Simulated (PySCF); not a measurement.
Structure from 2D NMR

Compound of formula C6H8FOPSi. Correlations simulated from computed shifts and the bond graph:

HSQC (one-bond C–H):
```
  δH     δC
7.24  151.1
6.53  123.9
2.66   39.6
```

COSY cross peaks (H two or three bonds apart, from the bond graph; peaks can be absent where the dihedral angle is near 90°):
```
  δH    δH
7.24  6.53
```

HMBC (two and three bonds, from the bond graph):
```
  δH                   δC
7.24  188.2, 133.0, 123.9
6.53  188.2, 151.1, 133.0
4.52         151.1, 133.0
2.66                213.1
```

Carbons without hydrogens: δ 213.1, 188.2, 133.0.

Computed data (PySCF): shielding tensors at PBE0/pcSseg-1 (GIAO), geometry from GFN2-xTB. One averaged value for each set of equivalent atoms, one conformer, no relativistic terms, gas phase.

Scale: 1H, 13C vs TMS (reference shieldings calculated alike).

Exchangeable hydrogens are left out of these lists.

Which molecule is this?

## Answers

SMILES CC(=O)p1c(F)ccc1[SiH3].

Atoms are numbered as in `[CH3:1][C:2](=[O:3])[p:4]1[c:5]([F:6])[cH:7][cH:8][c:9]1[SiH3:10]`; H(Xn) means a hydrogen on atom n.

δC 213.1 is C2, a carbonyl carbon. δC 188.2 is C5, a unsaturated ring carbon. δC 151.1 is C8, a unsaturated ring CH (δH 7.24). δC 133.0 is C9, a unsaturated ring carbon. δC 123.9 is C7, a unsaturated ring CH (δH 6.53). δC 39.6 is C1, a methyl carbon α to a carbonyl (δH 2.66). HMBC from δH 7.24 reaches the proton-free carbons C5, C9. HMBC from δH 6.53 reaches the proton-free carbons C5, C9. HMBC from δH 4.52 reaches the proton-free carbon C9. HMBC from δH 2.66 reaches the proton-free carbon C2. COSY links 7.24–6.53.

The shifts were computed for this structure.

Shifts are as computed. Against solution values, carbons near 30 ppm lie about +3 ppm off and those near 130 ppm about +5 ppm. Of 1211 compounds with measured shifts, 218 miss one by over three times the rms of a fit or turn the order of signals round; such compounds aren't used in these exercises.
